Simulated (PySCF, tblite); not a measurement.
Dissociation curve of CH (cation, charge +1), singlet.

GFN2-xTB, 300 K electronic temperature (tblite); UCCSD(T) = CCSD(T) on UHF/cc-pVDZ, 1 core orbital frozen (PySCF).

Energies relative to the lowest point of each curve near equilibrium, in mEh; the last columns give the difference from UCCSD(T):

```json
[
 {"R / Å": "0.85", "GFN2-xTB": "78.5", "UCCSD(T)": "86.1", "GFN2-xTB − UCCSD(T)": "-7.6"},
 {"R / Å": "0.91", "GFN2-xTB": "45.0", "UCCSD(T)": "47.8", "GFN2-xTB − UCCSD(T)": "-2.8"},
 {"R / Å": "0.96", "GFN2-xTB": "26.7", "UCCSD(T)": "26.6", "GFN2-xTB − UCCSD(T)": "0.1"},
 {"R / Å": "1.02", "GFN2-xTB": "12.7", "UCCSD(T)": "10.8", "GFN2-xTB − UCCSD(T)": "2.0"},
 {"R / Å": "1.08", "GFN2-xTB": "4.8", "UCCSD(T)": "2.6", "GFN2-xTB − UCCSD(T)": "2.2"},
 {"R / Å": "1.10", "GFN2-xTB": "3.1", "UCCSD(T)": "1.2", "GFN2-xTB − UCCSD(T)": "1.9"},
 {"R / Å": "1.14", "GFN2-xTB": "1.0", "UCCSD(T)": "0.0", "GFN2-xTB − UCCSD(T)": "1.0"},
 {"R / Å": "1.17", "GFN2-xTB": "0.2", "UCCSD(T)": "0.3", "GFN2-xTB − UCCSD(T)": "-0.1"},
 {"R / Å": "1.22", "GFN2-xTB": "0.0", "UCCSD(T)": "2.5", "GFN2-xTB − UCCSD(T)": "-2.5"},
 {"R / Å": "1.25", "GFN2-xTB": "0.5", "UCCSD(T)": "4.6", "GFN2-xTB − UCCSD(T)": "-4.1"},
 {"R / Å": "1.32", "GFN2-xTB": "2.9", "UCCSD(T)": "11.4", "GFN2-xTB − UCCSD(T)": "-8.5"},
 {"R / Å": "1.41", "GFN2-xTB": "7.7", "UCCSD(T)": "22.5", "GFN2-xTB − UCCSD(T)": "-14.7"},
 {"R / Å": "1.55", "GFN2-xTB": "17.6", "UCCSD(T)": "41.7", "GFN2-xTB − UCCSD(T)": "-24.1"},
 {"R / Å": "1.69", "GFN2-xTB": "28.6", "UCCSD(T)": "60.6", "GFN2-xTB − UCCSD(T)": "-32.0"},
 {"R / Å": "1.89", "GFN2-xTB": "44.6", "UCCSD(T)": "—", "GFN2-xTB − UCCSD(T)": "—"},
 {"R / Å": "2.06", "GFN2-xTB": "57.2", "UCCSD(T)": "—", "GFN2-xTB − UCCSD(T)": "—"},
 {"R / Å": "2.28", "GFN2-xTB": "70.8", "UCCSD(T)": "—", "GFN2-xTB − UCCSD(T)": "—"},
 {"R / Å": "2.51", "GFN2-xTB": "81.2", "UCCSD(T)": "—", "GFN2-xTB − UCCSD(T)": "—"},
 {"R / Å": "2.81", "GFN2-xTB": "89.5", "UCCSD(T)": "—", "GFN2-xTB − UCCSD(T)": "—"},
 {"R / Å": "3.10", "GFN2-xTB": "93.5", "UCCSD(T)": "—", "GFN2-xTB − UCCSD(T)": "—"}
]
```

GFN2-xTB is furthest from UCCSD(T) at 1.69 (-32.0 mEh, below); its mean absolute difference over the points is 7.4 mEh.

Dashes: no converged value, or the column stops at the first point that the program doubted or that broke a chosen test of continuity, which isn't proof of a fault.

The unrestricted determinant behind UCCSD(T) is spin-contaminated at 0.85 to 4.55 Å (<S²> up to 1.1, against 0.00 for a pure singlet).
